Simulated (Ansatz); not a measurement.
Start from `N=C(O)CS` and change one atom or group to get `N=[C](O)[AlH2]`.

Ansatz, PBE0-D4/def2-TZVP geometries, multiplicity 1. Each molecule was computed in one conformer, which needn't be the lowest.

| property | `N=C(O)CS` |
| --- | --- |
| LUMO energy (B3LYP/def2-TZVPP) / eV | -0.17 |
| LUMO energy (PBE/def2-TZVPP) / eV | -0.80 |
| HOMO–LUMO gap (PBE0/def2-TZVPP) / eV | 7.57 |
| HOMO energy (PBE/def2-TZVPP) / eV | -6.16 |
| HOMO energy (ωB97M-V/def2-TZVPP) / eV | -9.69 |
| HOMO–LUMO gap (PBE/def2-TZVPP) / eV | 5.36 |

Problem. What does the change do to each property? (Best estimate.)

Solution. Computed: 
| property | `N=[C](O)[AlH2]` | shift |
| --- | --- | --- |
| LUMO energy (B3LYP/def2-TZVPP) / eV | -2.34 | -2.17 |
| LUMO energy (PBE/def2-TZVPP) / eV | -2.89 | -2.09 |
| HOMO–LUMO gap (PBE0/def2-TZVPP) / eV | 5.34 | -2.23 |
| HOMO energy (PBE/def2-TZVPP) / eV | -6.08 | 0.08 |
| HOMO energy (ωB97M-V/def2-TZVPP) / eV | -9.76 | -0.07 |
| HOMO–LUMO gap (PBE/def2-TZVPP) / eV | 3.19 | -2.17 |

B3LYP here is the variant with VWN-RPA as its local correlation; programs differ in this.
